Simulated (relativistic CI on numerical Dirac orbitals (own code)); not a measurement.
# Pt XXII: q coefficients and field-shift factors

These numbers are calculated, not measured: Dirac-Coulomb-Breit CI, separate exchange-only KLI orbitals for each configuration, derivatives by finite differences, unscaled Slater integrals, QED left out (own radial code, finite nucleus).

Configuration list (outside the closed core [Ar] 3d10): 4s²4p⁶4d¹⁰4f¹¹, 4s²4p⁶4d¹⁰4f¹⁰5s, 4s²4p⁶4d¹⁰4f⁹5s², 4s²4p⁶4d⁹4f¹², 4s²4p⁶4d⁸4f¹³, 4s²4p⁵4d¹⁰4f¹², 4s4p⁶4d¹⁰4f¹², 4s²4p⁴4d¹⁰4f¹³. Levels of other configurations are missing.

With x = (α/α₀)² − 1 an excitation energy changes as ω = ω₀ + qx; K = 2q/ω₀ is the relative enhancement. Terms are leading LS components, so labels can repeat. The field-shift factor is F = δν/δ⟨r²⟩ for the transition from the lowest level.

Lowest level 4s²4p⁶4d¹⁰4f¹¹ ⁴I°15/2.

| Level | ω₀ (cm⁻¹) | q (cm⁻¹) | K | F (GHz/fm²) |
| --- | --- | --- | --- | --- |
| 4s²4p⁶4d¹⁰4f¹¹ ⁴I°13/2 | 24838.3 | 24830 | 2 | 1.47 |
| 4s²4p⁶4d¹⁰4f¹¹ ²G°9/2 | 26145.9 | -2038 | -0.156 | 0.229 |
| 4s²4p⁶4d¹⁰4f¹¹ ²H°11/2 | 28166.7 | 8543 | 0.607 | 0.741 |
| 4s²4p⁶4d¹⁰4f¹¹ ⁴S°3/2 | 38891.1 | -424.6 | -0.0218 | 0.477 |
| 4s²4p⁶4d¹⁰4f¹¹ ⁴I°9/2 | 44605.8 | 28100 | 1.26 | 1.88 |
| 4s²4p⁶4d¹⁰4f¹¹ ⁴I°11/2 | 51080.1 | 27960 | 1.09 | 1.97 |
| 4s²4p⁶4d¹⁰4f¹¹ ⁴F°7/2 | 54874.9 | 23930 | 0.872 | 1.83 |
| 4s²4p⁶4d¹⁰4f¹¹ ⁴F°5/2 | 55893.3 | 14110 | 0.505 | 1.36 |
| 4s²4p⁶4d¹⁰4f¹¹ ⁴S°3/2 | 58145.5 | 24240 | 0.834 | 1.87 |
| 4s²4p⁶4d¹⁰4f¹¹ ²K°15/2 | 66276.0 | 20150 | 0.608 | 1.8 |
| 4s²4p⁶4d¹⁰4f¹¹ ⁴G°9/2 | 66538.2 | 31290 | 0.94 | 2.32 |
| 4s²4p⁶4d¹⁰4f¹¹ ²G°7/2 | 68159.0 | 17000 | 0.499 | 1.73 |
| 4s²4p⁶4d¹⁰4f¹¹ ²H°11/2 | 70299.2 | 36010 | 1.02 | 2.59 |

At this charge energies of transitions that change n are usually good to better than 1 %, and those within a shell (Δn = 0) to a few per cent. Terms inside the open d or f shell come out 10 to 20 % too wide with unscaled integrals.
